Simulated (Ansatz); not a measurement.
Geometry optimisation, RKS revPBE-D4/STO-3G (Ansatz 0.2.0).

Input file:

```yaml
crystal:
  periodic: [false, false, false]
  atoms:
    - { symbol: O, position_ang: [-1.3145, -1.4212, -0.2148] }
    - { symbol: C, position_ang: [-0.387, -0.313, -0.0731] }
    - { symbol: Si, position_ang: [1.146, -0.876, 0.9248] }
    - { symbol: C, position_ang: [-0.0265, 0.399, -1.3447] }
    - { symbol: Si, position_ang: [-0.942, 1.2467, 0.568] }
    - { symbol: F, position_ang: [0.2176, 2.3519, 0.8353] }
    - { symbol: H, position_ang: [-1.0677, -1.996, -0.926] }
    - { symbol: H, position_ang: [1.7108, -2.1364, 0.3521] }
    - { symbol: H, position_ang: [0.7959, -1.0961, 2.3959] }
    - { symbol: H, position_ang: [2.2669, 0.133, 0.8958] }
    - { symbol: H, position_ang: [-1.61329, 0.24423, 1.35415] }
    - { symbol: H, position_ang: [0.7527, 1.0878, -1.412] }
    - { symbol: H, position_ang: [-2.1888, 1.9332, -0.0185] }
basis:
  gaussian: { orbitals: STO-3G }
hamiltonian:
  xc: revpbe
  dispersion: d4
relax:
  f_tol: 0.02
  max_steps: 50
```

Command:

```bash
$ ansatz run input.yaml --threads 1 --pin off --max-ram 2048MiB --backend cpu --events-out ev --progress --plain --runs-dir out
```

**Question.** Where does it end, and by what steps?

**Answer.** The forces met the threshold. The force dipped under the threshold on the way, but the program's further checks kept it going. Limits of this set-up: minimal basis. After 23 steps the energy has fallen by 7.219 eV; F6 moved furthest, 2.03 Å. Parted: C2–Si5.

```csv
step,energy less start (eV),largest force component (eV/Å),accepted
0,0.0000,6.545,yes
1,-2.4563,2.766,yes
2,-2.9984,1.801,yes
3,-3.4222,1.881,yes
4,-3.6744,2.794,yes
5,-4.2655,2.923,yes
6,-5.0595,2.794,yes
7,-5.6094,2.897,yes
8,-6.1428,1.784,yes
9,-6.4645,0.918,yes
10,-6.6684,0.699,yes
11,-6.8392,0.459,yes
12,-6.9689,0.518,yes
13,-7.0784,0.515,yes
14,-7.1527,0.157,yes
15,-7.1935,0.275,yes
16,-7.1967,0.377,yes
17,-7.2000,0.336,yes
18,-7.2117,0.302,yes
19,-7.2168,0.202,yes
20,-7.2178,0.057,yes
21,-7.2183,0.019,yes
22,-7.2188,0.023,yes
23,-7.2189,0.018,yes
```

```xyz
13
Properties=species:S:1:pos:R:3
O -0.909 -1.491 0.770
C 0.160 -0.619 0.418
Si 1.830 -1.496 0.564
C 0.012 0.680 0.015
Si -1.589 1.615 -0.153
F -1.765 2.741 1.059
H -1.755 -0.901 0.623
H 1.906 -2.597 -0.390
H 2.003 -2.031 1.909
H 2.884 -0.534 0.280
H -2.717 0.668 -0.082
H 0.940 1.224 -0.225
H -1.650 2.297 -1.451
```

Whether the end is a true minimum wasn't checked by a vibrational analysis.

Run time: 89 s on 1 thread of Arm Neoverse V2, on a shared host, peak memory 0.17 GiB.
